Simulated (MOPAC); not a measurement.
MOPAC input (PM3):

```
PM3 FORCE THERMO(298,298) PRECISE LET GEO-OK AUX(PRECISION=9) THREADS=1
CH7NSi

C    -1.56749355 1    0.38535159 1   -0.41374302 1
N    -0.50739467 1    0.35876462 1    0.59168272 1
Si    1.04612491 1   -0.30126285 1   -0.02067746 1
H    -1.91529889 1   -0.61198064 1   -0.72735854 1
H    -1.20022479 1    0.91230519 1   -1.30540600 1
H    -2.43378921 1    0.93713980 1   -0.02281901 1
H    -0.83510781 1   -0.06197962 1    1.43463047 1
H     0.94469572 1   -1.70602526 1   -0.53357300 1
H     1.54961665 1    0.55347119 1   -1.14290688 1
H     2.05919896 1   -0.29027829 1    1.08090672 1
```

Output:

```
 *******************************************************************************
 **                                                                           **
 **                              MOPAC v23.2.5                                **
 **                                                                           **
 *******************************************************************************
 ** MOPAC's Digital Object Identifier: https://doi.org/10.5281/zenodo.6511958 **
 **                                                                           **
 ** Please cite the open-source release paper for use of this MOPAC version:  **
 ** J. E. Moussa and J. J. P. Stewart (2026)                                  **
 ** MOPAC: An open-source semiempirical molecular orbital program             **
 ** J. Open Source Softw., 11(119), 8025, https://doi.org/10.21105/joss.08025 **
 *******************************************************************************

                              PM3 CALCULATION RESULTS

 *******************************************************************************
 *  PM3        - The PM3 Hamiltonian to be used
 *  GEO-OK     - OVERRIDE INTERATOMIC DISTANCE AND OTHER SAFETY CHECKS
 *  LET        - OVERRIDE SOME SAFETY CHECKS
 *  PRECISE    - TIGHTER CRITERIA TO BE USED
 *  FORCE      - FORCE CALCULATION SPECIFIED
 *  AUX        - OUTPUT AUXILIARY INFORMATION
 *  THERMO     - THERMODYNAMIC QUANTITIES TO BE CALCULATED
 *******************************************************************************
PM3 FORCE THERMO(298,298) PRECISE LET GEO-OK AUX(PRECISION=9) THREADS=1
 CH7NSi

   ATOM   CHEMICAL          X               Y               Z
  NUMBER   SYMBOL      (ANGSTROMS)     (ANGSTROMS)     (ANGSTROMS)

     1       C         -1.56749355  *   0.38535159  *  -0.41374302  *
     2       N         -0.50739467  *   0.35876462  *   0.59168272  *
     3      Si          1.04612491  *  -0.30126285  *  -0.02067746  *
     4       H         -1.91529889  *  -0.61198064  *  -0.72735854  *
     5       H         -1.20022479  *   0.91230519  *  -1.30540600  *
     6       H         -2.43378921  *   0.93713980  *  -0.02281901  *
     7       H         -0.83510781  *  -0.06197962  *   1.43463047  *
     8       H          0.94469572  *  -1.70602526  *  -0.53357300  *
     9       H          1.54961665  *   0.55347119  *  -1.14290688  *
    10       H          2.05919896  *  -0.29027829  *   1.08090672  *

          CARTESIAN COORDINATES

    NO.       ATOM           X           Y           Z

     1         C         -1.5675      0.3854     -0.4137
     2         N         -0.5074      0.3588      0.5917
     3        Si          1.0461     -0.3013     -0.0207
     4         H         -1.9153     -0.6120     -0.7274
     5         H         -1.2002      0.9123     -1.3054
     6         H         -2.4338      0.9371     -0.0228
     7         H         -0.8351     -0.0620      1.4346
     8         H          0.9447     -1.7060     -0.5336
     9         H          1.5496      0.5535     -1.1429
    10         H          2.0592     -0.2903      1.0809

  H: (PM3): J. J. P. STEWART, J. COMP. CHEM. 10, 209 (1989).
  C: (PM3): J. J. P. STEWART, J. COMP. CHEM. 10, 209 (1989).
  N: (PM3): J. J. P. STEWART, J. COMP. CHEM. 10, 209 (1989).
 Si: (PM3): J. J. P. STEWART, J. COMP. CHEM. 10, 209 (1989).
[...]

 VIBRATION         20   20A           ATOM PAIR      ENERGY CONTRIBUTION    RADIAL
 FREQUENCY          1948.90         Si 3 -- H  9         +48.3% ( 68.5%)     98.6%
 TRANSITION DIPOLE   0.1901         Si 3 -- H 10         +34.8% ( 58.1%)     97.5%
 TRAVEL (Ang.)       0.3024         Si 3 -- H  8         +16.7% ( 40.2%)     93.8%
 REDUCED MASS        0.3785         C  1 -- Si 3          +0.1% (  3.4%)     73.4%
 EFFECTIVE MASS      1.1411
 FORCE CONSTANT      0.8469

 VIBRATION         21   21A           ATOM PAIR      ENERGY CONTRIBUTION    RADIAL
 FREQUENCY          3020.53         C  1 -- H  4         +75.7% ( 90.1%)     99.1%
 TRANSITION DIPOLE   0.1782         C  1 -- H  6         +12.8% ( 37.1%)     81.0%
 TRAVEL (Ang.)       0.1868         C  1 -- H  5          +9.5% ( 31.9%)     74.6%
 REDUCED MASS        0.6395         C  1 -- N  2          +1.0% ( 10.4%)      1.3%
 EFFECTIVE MASS      1.5075
 FORCE CONSTANT      3.4374

 VIBRATION         22   22A           ATOM PAIR      ENERGY CONTRIBUTION    RADIAL
 FREQUENCY          3046.81         C  1 -- H  5         +49.5% ( 73.0%)     97.1%
 TRANSITION DIPOLE   0.0377         C  1 -- H  6         +47.2% ( 71.3%)     96.5%
 TRAVEL (Ang.)       0.2076         C  1 -- H  4          +1.1% ( 11.1%)      3.1%
 REDUCED MASS        0.5135         C  1 -- N  2          +1.1% ( 10.8%)      0.0%
 EFFECTIVE MASS      1.5305
 FORCE CONSTANT      2.8086

 VIBRATION         23   23A           ATOM PAIR      ENERGY CONTRIBUTION    RADIAL
 FREQUENCY          3121.41         C  1 -- H  5         +40.3% ( 61.3%)     98.2%
 TRANSITION DIPOLE   0.0764         C  1 -- H  6         +39.1% ( 60.4%)     98.1%
 TRAVEL (Ang.)       0.2489         C  1 -- H  4         +20.0% ( 43.2%)     94.2%
 REDUCED MASS        0.3486         C  1 -- Si 3          +0.3% (  5.2%)     66.8%
 EFFECTIVE MASS      1.1361
 FORCE CONSTANT      2.0013

 VIBRATION         24   24A           ATOM PAIR      ENERGY CONTRIBUTION    RADIAL
 FREQUENCY          3403.59         N  2 -- H  7         +98.8% (100.0%)    100.0%
 TRANSITION DIPOLE   0.1643         C  1 -- N  2          +0.6% (  7.8%)     13.3%
 TRAVEL (Ang.)       0.1452         N  2 -- Si 3          +0.6% (  7.7%)     17.6%
 REDUCED MASS        0.9398
 EFFECTIVE MASS      1.4113
 FORCE CONSTANT      6.4143

      SYMMETRY NUMBER FOR POINT-GROUP C1  =  1

          SYSTEM IS A GROUND STATE

 CH7NSi

          MOLECULE IS NOT LINEAR

          THERE ARE 24 GENUINE VIBRATIONS IN THIS SYSTEM
          THIS THERMODYNAMICS CALCULATION IS LIMITED TO
          MOLECULES WHICH HAVE NO INTERNAL ROTATIONS

                    CALCULATED THERMODYNAMIC PROPERTIES
                                          *
   TEMP. (K)   PARTITION FUNCTION   H.O.F.    ENTHALPY  HEAT CAPACITY ENTROPY
                                   KCAL/MOL   CAL/MOLE    CAL/K/MOL  CAL/K/MOL

 298.00  VIB.     0.1022D+02                  1688.6658    12.2180    10.2861
         ROT.     0.3302D+05                   888.2803     2.9808    23.6573
         INT.     0.3375D+06                  2576.9461    15.1988    33.9434
         TRA.     0.4624D+27                  1480.4672     4.9680    38.2501
         TOT.                       -9.928    4057.4133    20.1668    72.1935

   *: NOTE: HEATS OF FORMATION ARE RELATIVE TO THE
            ELEMENTS IN THEIR STANDARD STATE AT 298K
              (=  Standard Enthalpy of Formation).

            Hvib:  Zero-point energy is not included.
                   frequencies of less than zero cm-1 are not included.
            Hrot = (3/2)RT
            Htra = (3/2)RT + pV = (5/2)RT

            Heat capacity is Cp, not Cv

          For more information, see: HTTP://OpenMOPAC.net/Manual/thermochemistry.html

           FORCE CONSTANT IN CARTESIAN COORDINATES (Millidynes/A)

    ATOM   CHEMICAL       X               Y               Z
   NUMBER   SYMBOL  FORCE CONSTANT  FORCE CONSTANT  FORCE CONSTANT

      1       C        8.427923        8.281967        8.002371
      2       N        7.673957        6.656168        4.643106
      3      Si        4.016620        5.445991        3.429623
      4       H        1.338870        1.199595        3.933391
      5       H        1.069234        2.143543        3.335133
      6       H        1.091296        4.715129        0.733193
      7       H        1.480003        2.799932        3.299075
      8       H        0.393191        0.868918        1.412135
      9       H        0.410904        0.768183        1.545699
     10       H        2.147483        0.308464        0.257490

 **********************
 *                    *
 * JOB ENDED NORMALLY *
 *                    *
 **********************

 == MOPAC DONE ==
```
